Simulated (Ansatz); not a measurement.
System: HgCl, charge 0, doublet. HgCl (parent SMILES [Cl][Hg], doublet).
B3LYP-D3(BJ)/def2-TZVP minimum from Ansatz (a program for electronic structure):
```
Hg
Cl 1 2.4583
```
Charge 0, spin multiplicity 2.

Property: atomisation energy (electronic, to ground-state atoms), in kcal/mol. Open shells are spin-unrestricted; no spin-orbit coupling. Cores are frozen in correlated methods (noble-gas shells, and filled d and f shells in the p block). Past Kr the def2 sets carry scalar-relativistic core potentials. CBS(X,Y): correlation extrapolated as X^-3, Hartree-Fock from the larger set. A bracket is a step between two methods taken in the basis named. The spin of ClHg (parent SMILES [Cl][Hg], doublet) was assumed, and the state is the lowest solution found for it.

CCSD(T)/CBS(def2-TZVPP,def2-QZVPP) + [CCSDT(Q) - CCSD(T)]/def2-TZVPP (Ansatz) gives 23.6 kcal/mol.

Question: How far off this value is PBE/def2-TZVPD (Ansatz), in which direction, and how far these levels: B3LYP/def2-TZVPD, PBE0/def2-TZVPD, B2PLYP/def2-TZVPD, CCSD(T)/CBS(def2-TZVPP,def2-QZVPP)?

Answer: PBE gives 26.6 kcal/mol, 3.0 kcal/mol above it. Differences of the others: B3LYP/def2-TZVPD (Ansatz) -2.1; PBE0/def2-TZVPD (Ansatz) 2.1; B2PLYP/def2-TZVPD (Ansatz) -2.0; CCSD(T)/CBS(def2-TZVPP,def2-QZVPP) (Ansatz) -0.3 kcal/mol.
